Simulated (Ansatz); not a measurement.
Potential energy surface of AlF4 (anion, charge -1), singlet: flattening of a tetrahedron along the D2d path, bond length relaxed. Scanned: the two opposite F-Al-F angles (109.47 = tetrahedral, 180 = square planar). Other coordinates (Al-F bond length) were minimised at PBE0/def2-TZVP.

Method: CCSD(T) on RHF/aug-cc-pVTZ, frozen core run with Ansatz (a first-principles code).

Scanned values (°): 90, 96.50, 101.50, 106.34, 109.47, 116.50, 123, 133, 143, 153, 163, 173, 180.

Question: At which scan points does the profile have its minima and maxima, and how high do they lie?

Answer: Lower than their neighbours: 109.47° (0.0 kJ/mol). Higher than their neighbours: 90° (54.2 kJ/mol, end of the scan), 180° (182.4 kJ/mol, end of the scan). The whole profile spans 182.4 kJ/mol.
